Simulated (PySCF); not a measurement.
Species: C5H10O2.
InChI=1S/C5H10O2/c1-4(2)5(6)7-3/h4H,1-3H3

Torsions of this conformer, `[CH3:1][O:2][C:3](=[O:4])[CH:5]([CH3:6])[CH3:7]`: C1–O2–C3–O4 -1°, O2–C3–C5–C6 147°.

The closed-shell ground state was solved at several levels (PySCF, density fitting, gas phase, non-relativistic). Isolated species at its PBE0-D3(BJ)/def2-TZVP geometry (one conformer only).

```
           level  basis functions  total energy (Eh)  HOMO (eV)  LUMO (eV)  gap (eV)  dipole (D)
  B97-2/pcSseg-2              392          -347.0268      -7.57       0.28      7.85        1.80
wB97X-D/pcSseg-2              392          -347.0409      -9.79       2.17     11.96        1.83
    KT3/pcSseg-2              392          -352.3200      -6.39      -0.74      5.65        1.74
```

Q: Estimate the row for PBE0/pcSseg-2, a basis of 392 functions; the other rows only guide the guess.

A: Total energy -346.7514 Eh, HOMO -7.88 eV, LUMO 0.34 eV, gap 8.22 eV, dipole 1.81 D.

Q: Over all these levels, which gives the widest orbital gap and which the narrowest?

A: wB97X-D/pcSseg-2 (range-separated hybrid) has the widest, 11.96 eV, and KT3/pcSseg-2 (GGA) the narrowest, 5.65 eV. From the narrowest to the widest the HOMO moves by -3.40 eV and the LUMO by +2.91 eV.

Q: In the pcSseg-2 basis, how does the gap go with the fixed share of exact exchange?

A: KT3 (0 %) 5.65 eV; B97-2 (21 %) 7.85 eV; PBE0 (25 %) 8.22 eV. Each rise in the share widens the gap here.

Q: How far do the dipole and the HOMO energy spread over the levels?

A: The dipole runs from 1.74 to 1.83 D (mean 1.79 D) and the HOMO from -9.79 to -6.39 eV.

The pairwise dispersion term of wB97X-D wasn't added to the energies; at a given geometry it leaves orbitals and properties as they are.
